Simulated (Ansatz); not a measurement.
This singlet lies 0.52 eV below the relaxed triplet at the level frozen-core CCSD(T)/aug-cc-pVTZ // PBE-D3(BJ)/def2-SVPD (Ansatz, a quantum-chemistry and plane-wave program).

Method: frozen-core CCSD(T)/aug-cc-pVTZ // PBE-D3(BJ)/def2-SVPD in Ansatz. The restricted HF reference is unstable towards unrestricted orbitals.

Ansatz 0.2 input:
```yaml
crystal:
  periodic: [false, false, false]
  atoms:
    - { symbol: B, position_ang: [-0.354553, 0.629684, 0.0] }
    - { symbol: Cl, position_ang: [1.401239, -0.206935, -0.000005] }
    - { symbol: H, position_ang: [-1.046687, -0.422748, 0.000004] }
basis:
  gaussian: { orbitals: aug-cc-pVTZ }
correlation:
  method: ccsd_t
total_charge: -1
```

Output:

```
Functional definition: HF
689 factors; integrals over basis functions are off by at most 1.3e-3 eV
mean field evaluation 1: about -13189.2606 eV, gradient 1.6e1 eV
mean field evaluation 2: about -13189.2644 eV, gradient 1.6e1 eV
mean field evaluation 4: about -13190.3922 eV, gradient 1.9e0 eV
mean field evaluation 8: about -13190.4451 eV, gradient 2.2e-1 eV
mean field evaluation 16: about -13190.4462 eV, gradient 2.7e-6 eV
mean field evaluation 32: about -13186.1794 eV, gradient 2.6e0 eV
mean field -13190.44623543 eV, -484.7399583465 hartree, gradient 2.7e-6 eV, S^2 0.000000; 2 other end points of the search recorded, 0 dependent functions left out; unrestricted orbitals would lower it
6 core orbitals not correlated
reference -13190.44623543 eV, -484.7399583465 hartree; 6, 6 occupied and 107, 107 virtual orbitals, 689 factors
second order -8.29934661 eV of doubles, -0.00000000 eV of singles
cycle   1  -8.82205254 eV  change   -5.2e-1 eV  update   7.2e-2
cycle   2  -9.06916795 eV  change   -2.5e-1 eV  update   2.7e-2
cycle   3  -9.12536490 eV  change   -5.6e-2 eV  update   1.5e-2
cycle   4  -9.11947217 eV  change    5.9e-3 eV  update   6.1e-3
cycle   5  -9.11992555 eV  change   -4.5e-4 eV  update   2.5e-3
cycle   6  -9.12089345 eV  change   -9.7e-4 eV  update   1.1e-3
cycle   7  -9.12095690 eV  change   -6.3e-5 eV  update   5.1e-4
cycle   8  -9.12102718 eV  change   -7.0e-5 eV  update   2.3e-4
cycle   9  -9.12105440 eV  change   -2.7e-5 eV  update   8.7e-5
cycle  10  -9.12100783 eV  change    4.7e-5 eV  update   3.5e-5
cycle  11  -9.12101879 eV  change   -1.1e-5 eV  update   1.7e-5
cycle  12  -9.12102300 eV  change   -4.2e-6 eV  update   7.1e-6
perturbative correction -0.42365216 eV, -0.0155689295 hartree
Total energy: -13199.99091058 eV, -485.0907186887 hartree
```

Cost: roughly 3 core-seconds.
